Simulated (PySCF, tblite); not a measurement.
Compound: C4H9ClO3Si.
Geometry (GFN2-xTB, Å), atoms numbered from 1 in this order:
```xyz
18
C4H9ClO3Si angstrom
C     -2.425    0.250   -0.976
O     -1.591    0.635    0.102
C     -0.900   -0.418    0.681
C     -0.071    0.150    1.850
O      1.237    0.339    1.401
Si     1.533   -0.537    0.051
C      2.296    0.568   -1.293
Cl     3.039   -0.472   -2.528
O     -0.014   -1.010   -0.219
H     -3.184   -0.463   -0.637
H     -1.840   -0.204   -1.780
H     -2.902    1.161   -1.329
H     -1.600   -1.204    1.012
H     -0.486    1.111    2.157
H     -0.070   -0.548    2.691
H      2.301   -1.746    0.305
H      1.574    1.198   -1.811
H      3.092    1.196   -0.902
```

Method: PBE0/pcSseg-1 in PySCF (dipole) on a GFN2-xTB geometry, gas phase.

Masses are those of the commonest isotopes; rigid-rotor values at the optimised geometry. The values belong to one conformer with, in the numbering `[CH3:1][O:2][C@@H:3]1[CH2:4][O:5][Si@H:6]([CH2:7][Cl:8])[O:9]1`, C1–O2–C3–C4 -179°, O5–Si6–C7–Cl8 163°, O2–C3–C4–O5 -99°, C3–C4–O5–Si6 -19°, C4–O5–Si6–C7 130°, O5–Si6–O9–C3 5°.

Question: Give the principal moments of inertia and the rotational constants in cm⁻¹.

Answer: Ia = 254.13, Ib = 725.68, Ic = 881.39 u·Å²; 505379 MHz·u·Å²/I gives 1989, 696.4 and 573.4 MHz, that is A = 0.06633, B = 0.02323, C = 0.01913 cm⁻¹.

Question: What kind of rotor is it?

Answer: An asymmetric top: κ = (2 × 696.4 − 1989 − 573.4)/(1989 − 573.4) = -0.83.

Question: Is it planar, by Δ = Ic − Ia − Ib?

Answer: Not planar: Δ = Ic − Ia − Ib = -98.42 u·Å². For a rigid frame Δ = −2 Σ m c², so Σ m c² = 49.21 u·Å² lies off the ab plane: 11.47 from hydrogen and 37.74 from heavier atoms. The atom farthest from that plane is 1.56 Å away.

Question: Which types of transition are allowed, and where do some lines up to J = 3 fall?

Answer: The dipole components are |μa| = 2.16 D, |μb| = 0.14 D, |μc| = 0.20 D. The squared components, which scale the intensities, stand as 1.00 : 0.00 : 0.01 (a : b : c). Some lines, for components of 0.1 D or more:

```csv
type,branch,"J(Ka,Kc)",MHz,lower level (cm⁻¹)
a,Q,"3(1,2) ← 3(1,3)",738,0.287
b,R,"2(0,2) ← 1(1,1)",1239,0.085
c,Q,"1(1,1) ← 1(0,1)",1292,0.042
b,Q,"1(1,0) ← 1(0,1)",1415,0.042
b,Q,"2(1,1) ← 2(0,2)",1547,0.127
a,R,"3(1,3) ← 2(1,2)",3620,0.166
b,R,"2(1,2) ← 1(0,1)",3709,0.042
a,R,"3(2,1) ← 2(2,0)",3843,0.308
c,R,"2(2,1) ← 1(1,1)",6662,0.085
b,R,"3(2,1) ← 2(1,2)",8097,0.166
```

Question: Estimate the classical rotational partition function at 25 K, 200 K and 298.15 K.

Answer: Point group C1, symmetry number σ = 1; q = (√π/σ)·√((kT/h)³/(ABC)), k/h = 20836.6 MHz/K: 23600 at 25 K, 535000 at 200 K, 974000 at 298.15 K.

Its GFN2-xTB frequencies are all real (lowest 20 cm⁻¹). Zero-point vibration and centrifugal distortion are left out. A rigid rotor knows nothing of internal rotation, which can split or shift real lines. Quadrupole hyperfine structure (35Cl) is left out.
